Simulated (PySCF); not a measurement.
Species: C3H11AlS2.
SMILES: `C[S][AlH2-][S+](C)C`

The calculation used PySCF, TDDFT CAM-B3LYP/def2-SVPD, vertical, gas phase, core orbitals frozen in the response. The structure is a single PBE0-D3(BJ)/def2-SVP conformer in the gas phase; no vibrational or solvent corrections. Torsions of this conformer, `[CH3:1][S:2][AlH2-:3][S+:4]([CH3:5])[CH3:6]`: C1–S2–Al3–S4 100°, S2–Al3–S4–C5 -49°.

```
state  E (eV)  E (hartree)       f    main configurations (H = HOMO, L = LUMO)
   S1    5.60       0.2059  0.0033       H→L+4 (26%), H→L+2 (24%), H→L+1 (17%)
   S2    5.91       0.2172   0.038         H→L+2 (30%), H→L (24%), H→L+1 (12%)
   S3    6.06       0.2227   0.015         H→L (31%), H→L+2 (19%), H→L+1 (17%)
   S4    6.21       0.2283   0.027                    H→L+4 (37%), H→L+1 (27%)
   S5    6.62       0.2433   0.014    H→L+3 (28%), H-1→L+2 (10%), H-1→L+3 (8%)
   S6    6.65       0.2444  0.0020    H→L+3 (21%), H-1→L+1 (16%), H-3→L+1 (9%)
   S7    6.73       0.2473  0.0013  H-3→L+1 (26%), H-1→L+2 (20%), H-1→L+3 (9%)
   S8    6.88       0.2530   0.112                  H-1→L (42%), H-1→L+2 (14%)
   S9    6.95       0.2555   0.014   H-1→L+4 (24%), H-1→L+2 (20%), H-1→L (12%)
  S10    6.99       0.2570  0.0099                    H→L+6 (42%), H→L+7 (20%)
```

Triplets (Tamm–Dancoff): T1 5.16 eV, H→L+4 (30%), H→L+3 (18%), H→L+1 (16%); T2 5.63 eV, H→L+2 (47%), H→L (21%), H→L+6 (12%); T3 5.75 eV, H→L (32%), H→L+3 (13%), H→L+4 (12%); T4 5.88 eV, H→L+1 (27%), H-3→L+1 (26%), H→L+4 (16%).

The lowest singlet lies at 5.60 eV (221 nm, ultraviolet) and is very weak; its leading configuration is HOMO→LUMO+4 (26%). The strongest level in the table is S8 at 6.88 eV (180 nm, f = 0.112). Löwdin shares by element: HOMO sulfur 70% or more, carbon 11% or more, aluminium 5%; LUMO sulfur 33% or more, carbon 12% or more, aluminium 11%, hydrogen 10% or more (atoms not listed hold the other 34%). Orbital energies (eV): HOMO-3 -9.46, HOMO-2 -9.36, HOMO-1 -8.65, HOMO -7.68, LUMO 0.74, LUMO+1 0.84, LUMO+2 0.99. Weighted by f, the mean energy of these states is 6.57 eV. The oscillator strengths of these states sum to 0.237; summed over the whole spectrum of an exact calculation they would give the number of electrons, 74 (Thomas–Reiche–Kuhn). All these states lie below the vertical ionisation energy of 8.42 eV (ΔSCF). Only the lowest 10 singlets were computed, as vertical energies without vibronic structure.

On Arm Neoverse V1, one thread, shared host, this took 2.5 min of wall time.
